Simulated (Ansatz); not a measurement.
```yaml
crystal:
  periodic: [false, false, false]
  atoms:
    - {symbol: O, position_ang: [-0.635770, 0.529887, 0.907932]}
    - {symbol: Ga, position_ang: [0.528858, -0.539090, -0.439477]}
    - {symbol: Cl, position_ang: [1.439776, -2.062103, 0.737218]}
    - {symbol: Cl, position_ang: [-1.104862, -1.093182, -1.725411]}
    - {symbol: Cl, position_ang: [1.737269, 1.137295, -1.038784]}
    - {symbol: H, position_ang: [-1.555145, 0.506168, 0.610644]}
    - {symbol: H, position_ang: [-0.348825, 1.452826, 0.902278]}
basis:
  gaussian: {orbitals: aug-cc-pVDZ}
total_charge: 4
hamiltonian: {xc: {name: PBE0-DH}}
output: {forces: true}
```

```sh
$ ansatz run in.yaml --threads 4 --pin off --events-out ev --progress --plain --max-ram 10444MiB
```

Output, abridged:

```
Functional definition: PBE0-DH
1593 factors; integrals over basis functions are off by at most 7.5e-4 eV
mean field evaluation 1: about -91883.5514 eV, gradient 1.2e2 eV
mean field evaluation 2: about -91883.8261 eV, gradient 1.2e2 eV
mean field evaluation 4: about -91898.4668 eV, gradient 7.4e1 eV
mean field evaluation 8: about -91918.8715 eV, gradient 1.4e1 eV
mean field evaluation 16: about -91919.8753 eV, gradient 2.2e0 eV
mean field evaluation 32: about -91919.9627 eV, gradient 9.4e-2 eV
mean field evaluation 96: about -91919.9625 eV, gradient 8.8e-2 eV
mean field evaluation 128: about -91919.9572 eV, gradient 1.6e-1 eV
mean field evaluation 224: about -91919.9079 eV, gradient 1.7e-6 eV
mean field -91919.96275712 eV, -3377.9963257355 hartree, gradient 4.8e-6 eV, S^2 0.000000; 8 other end points of the search recorded, 0 dependent functions left out; unrestricted orbitals would lower it
25 core orbitals not correlated: weight in the atoms' cores, before any rotation towards them, 1.000 or more for the frozen orbitals, at most 0.000 for the correlated occupied ones
reference -91919.96279833 eV, -3377.9963272500 hartree; 19, 19 occupied and 114, 114 virtual orbitals, 1593 factors
second order -31.69137269 eV of doubles, -0.00000000 eV of singles
Total energy: -91923.92421991 eV, -3378.1419068081 hartree
Atom 0 at    -0.635770     0.529887     0.907932 Å, force     1.303166    -1.213939    -1.445009 eV/Å
Atom 1 at     0.528858    -0.539090    -0.439477 Å, force    -0.580581     0.526083     0.691338 eV/Å
Atom 2 at     1.439776    -2.062103     0.737218 Å, force     1.474508    -2.362880     1.568812 eV/Å
Atom 3 at    -1.104862    -1.093182    -1.725411 Å, force    -1.972072    -1.020435    -1.703421 eV/Å
Atom 4 at     1.737269     1.137295    -1.038784 Å, force     1.831295     1.966112    -0.784556 eV/Å
Atom 5 at    -1.555145     0.506168     0.610644 Å, force    -1.939680     0.337033     0.615583 eV/Å
Atom 6 at    -0.348825     1.452826     0.902278 Å, force    -0.116635     1.768027     1.057251 eV/Å
Dipole moment:    -0.435261     0.484784     0.227736 e Å
```

**Question.** What is wrong with this run?

**Answer.** The charge is far from anything that the molecule holds. The run converged. The result belongs to that input, not to the molecule as meant.
